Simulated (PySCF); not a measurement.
# Ne⁺: ionisation energy

Ne⁺ [He] 2s2 2p5 [2p1/2^2 2p3/2^3, M_J = 3/2] → Ne²⁺ [He] 2s2 2p4 [2p1/2^2 2p3/2^2, M_J = 2], as a difference of total energies. Calculation: PySCF 2.14, in x2c-QZVPPall-2c (7s4p3d2f1g, 57 functions); the two-component X2C-1e Hamiltonian. Correlated levels: 1s2 frozen; the 2 highest virtual spinors dropped. "Screened" scales the spin-orbit matrix elements by Boettger's factors to mimic the two-electron term; Breit and QED terms are absent.

```csv
method,ionisation energy (eV)
GHF (spin-free),39.262
GMP2 (spin-free),40.852
GHF (screened spin-orbit),39.257
GMP2 (screened spin-orbit),40.846
```

Question: How much does correlation contribute at GMP2 (screened spin-orbit)?

Answer: 40.846 − (39.257) = 1.589 eV, measured against GHF (screened spin-orbit).

Errors of the correlated levels include the incompleteness of this basis and the frozen core.

The labels give the starting determinants; with spin-orbit coupling the two ends relaxed to ⟨J²⟩ = 3.75, ⟨L²⟩ = 2.00, ⟨S²⟩ = 0.75 and ⟨J²⟩ = 6.00, ⟨L²⟩ = 2.00, ⟨S²⟩ = 2.00.

For comparison: 40.963 eV (measured; NIST Atomic Spectra Database, ionization energies).
